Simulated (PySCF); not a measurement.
The 17-electron isoelectronic series, non-relativistic

All values are computed (PySCF 2.14, energy differences of UHF-based or UKS calculations, no spin-orbit coupling). Each ion has its own even-tempered basis scaled to its charge (21s15p6d5f for the first); frozen: 1s2. Ionisation energies in eV, correlation energies of the ion in mhartree.

| ion | configuration | UHF | LDA | PBE | PBE0 | r2SCAN | MP2 (outer shells) | E_corr MP2 | NIST (with spin-orbit, Breit and QED) |
| --- | --- | --- | --- | --- | --- | --- | --- | --- | --- |
| Ar⁺ | [Ne] 3s2 3p5 (2P) | 26.361 | 27.825 | 27.593 | 27.605 | 27.666 | 27.135 | -487.6 | 27.630 |
| Ca³⁺ | [Ne] 3s2 3p5 (2P) | 65.719 | 67.275 | 67.038 | 67.070 | 67.157 | 66.560 | -507.9 | 67.273 (s) |
| Ti⁵⁺ | [Ne] 3s2 3p5 (2P) | 117.97 | 119.63 | 119.39 | 119.43 | 119.52 | 118.84 | -520.7 | 119.53 (s) |
| Cr⁷⁺ | [Ne] 3s2 3p5 (2P) | 182.74 | 184.48 | 184.26 | 184.29 | 184.40 | 183.62 | -529.2 | 184.76 ± 0.15 (s) |
| Fe⁹⁺ | [Ne] 3s2 3p5 (2P) | 259.91 | 261.73 | 261.51 | 261.54 | 261.68 | 260.81 | -538.0 | 262.1 ± 0.12 (s) |
| Ni¹¹⁺ | [Ne] 3s2 3p5 (2P) | 349.38 | 351.28 | 351.07 | 351.09 | 351.23 | 350.31 | -546.6 | 351.6 ± 0.3 (s) |
| Ge¹⁵⁺ | [Ne] 3s2 3p5 (2P) | 564.94 | 566.95 | 566.79 | 566.79 | 566.94 | 565.88 | -555.7 | 567.3 ± 0.5 (s) |
| Se¹⁷⁺ | [Ne] 3s2 3p5 (2P) | 690.94 | 693.00 | 692.87 | 692.86 | 693.03 | 691.92 | -565.8 | 693.4 ± 0.7 (s) |
| Kr¹⁹⁺ | [Ne] 3s2 3p5 (2P) | 829.09 | 831.20 | 831.10 | 831.08 | 831.27 | 830.07 | -568.8 | 831.6 ± 0.9 (s) |

Problem. Interpolate the row of Zn¹³⁺.

Solution. configuration [Ne] 3s2 3p5 (2P); UHF 451.07; LDA 453.03; PBE 452.84; PBE0 452.85; r2SCAN 453.02; MP2 (outer shells) 452.00; E_corr MP2 -550.4; NIST (with spin-orbit, Breit and QED) 453.4 ± 0.3 (s).

Each ion has its own basis, which adds noise of up to about 0.1 % along the series.

NIST values marked (s) are semi-empirical, (t) theoretical. Open shells are high-spin determinants of the terms that Hund's rules give.

All relativistic terms are absent from the calculated values; where these lie close to NIST, scalar and spin-orbit shifts of opposite sign can cancel.
